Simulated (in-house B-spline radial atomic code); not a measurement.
A fraction x of an electron is removed from 3p in K+, starting from [Ne] 3s2 3p6 and keeping the highest spin. Method: non-relativistic LDA VWN5, spin-polarised, spherical fractional occupations, point nucleus. Calculated with a B-spline radial code for spherical atoms.

```csv
x,E(x) - E(0) (eV),3p down level (eV)
0,0.0000,-24.990
0.08,2.0413,-26.043
0.15,3.8968,-26.972
0.35,9.5589,-29.657
0.44,12.2831,-30.881
0.5,14.1605,-31.702
0.6,17.3996,-33.080
0.72,21.4691,-34.748
0.87,26.8389,-36.854
0.9,27.9508,-37.278
1,31.7495,-38.698
```

The exact functional would give a straight line between the two integer points. Deviations E(x) - E(0) - x[E(1) - E(0)], in eV: -0.499 at x = 0.08, -0.866 at x = 0.15, -1.553 at x = 0.35, -1.687 at x = 0.44, -1.714 at x = 0.5, -1.65 at x = 0.6, -1.391 at x = 0.72, -0.783 at x = 0.87, -0.624 at x = 0.9.

The curve lies below the straight line by up to 1.714 eV (at x = 0.5): convex, the delocalisation error that favours fractional charges.

Problem. How well does Slater's transition state (minus the level at half occupation) give the ionisation energy?

Solution. It gives 31.702 eV against 31.750 eV from the two total energies; NIST lists 31.62 eV, ground level to ground level.
